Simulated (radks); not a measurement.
Task: All-electron atom: Hf IV in [Xe] 4f14 6s1 (not the ground configuration). Method: scalar-relativistic Kohn-Sham, r2SCAN, spin-polarised, spherical densities, finite nucleus; open shells are filled with parallel spins first (spin-orbit coupling, left out, can overturn this in heavy ions); meta-GGA in the generalised Kohn-Sham scheme; Fermi nuclear charge, rms radius 5.347 fm; computed with a radial shooting solver on a logarithmic mesh with Libxc functionals. Some entries of the table are withheld. Estimate them.

orbital,occ.,eigenvalue (eV),<1/r> (bohr^-1),r(max) (bohr)
1s up,1,-65385.18,83.78,0.01190
1s down,1,-65385.16,83.78,0.01190
2s up,1,-11232.77,19.58,0.06804
2s down,1,-11232.76,19.58,0.06804
2p up,3,-9864.652,17.85,0.05567
2p down,3,-9864.641,17.85,0.05567
3s up,1,-2592.505,7.255,0.1919
3s down,1,-2592.500,7.255,0.1919
3p up,3,-2181.780,6.721,0.1896
3p down,3,-2181.774,6.721,0.1896
3d up,5,-1694.831,6.349,0.1548
3d down,5,-1694.822,6.349,0.1548
4s up,1,-552.1156,3.061,0.4375
4s down,1,-552.0897,3.061,0.4375
4p up,3,-416.8041,2.789,0.4582
4p down,3,-416.7750,2.789,0.4582
4d up,5,-241.0301,2.472,0.4713
4d down,5,-240.9889,2.472,0.4713
5s up,1,-99.2605,1.177,1.015
5s down,1,-99.2280,1.176,1.015
5p up,3,-66.6032,0.9945,1.150
5p down,3,-66.5280,0.9974,1.151
4f up,7,-47.6981,1.923,(1)
4f down,7,-47.6145,1.926,(2)
5d up,0,(3),0.6741,1.538
5d down,0,(4),0.6954,1.509
6s up,1,-27.9286,(5),2.536
6s down,0,-25.2623,(6),2.539
6p up,0,-20.6635,0.3971,2.947

Result: 
(1) 4f up r(max) (bohr): 0.4560
(2) 4f down r(max) (bohr): 0.4559
(3) 5d up eigenvalue (eV): -29.3692
(4) 5d down eigenvalue (eV): -28.4418
(5) 6s up <1/r> (bohr^-1): 0.4619
(6) 6s down <1/r> (bohr^-1): 0.4599
